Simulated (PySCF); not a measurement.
Gas-phase reaction: 2 SbF5 ⇌ Sb2 + 5 F2

Method: PySCF energies plus ideal-gas RRHO corrections (1 bar). † marks an energy on the PBE0/def2-TZVP geometry and frequencies. MP2 and CCSD(T) freeze the core. All species are closed-shell singlets. B3LYP is the form with VWN-RPA correlation. Sb: scalar-relativistic def2 core potential, no spin-orbit coupling. MP2 isn't extrapolated to the basis-set limit; its ΔH°(298 K) is 2636.3 kJ in def2-SVP and 2805.3 kJ in def2-TZVPP. CCSD(T) isn't extrapolated to the basis-set limit; its ΔH°(298 K) is 2449.1 kJ in def2-SVP and 2688.8 kJ in def2-TZVPP. The harmonic model lacks anharmonicity and excited electronic states, which grow with temperature; levels with a mode under 35 cm⁻¹ are left out. Soft modes under 120 cm⁻¹ make the harmonic entropy rough for SbF5.

```
level               ΔE electronic, kJ  ΔH°(298 K), kJ  ΔS°(298 K), J/K  ΔG°(1800 K), kJ
------------------  -----------------  --------------  ---------------  ---------------
B3LYP/def2-TZVP†                 2666            2652              574             1681
CCSD(T)/def2-SVP†                2464            2449              574             1479
HF/def2-TZVP†                    2944            2929              574             1959
MP2/def2-TZVPP†                  2820            2805              574             1835
PBE/def2-TZVP†                   2602            2588              574             1617
PBE0/def2-SVP†                   2475            2460              574             1490
LDA/def2-TZVP†                   2777            2763              574             1792
ωB97M-V/def2-TZVP†               2789            2774              574             1804
ωB97X-V/def2-TZVP†               2819            2805              574             1834
```
ΔH° is lowest at CCSD(T)/def2-SVP† and highest at HF/def2-TZVP†. No reference value is set beside these.
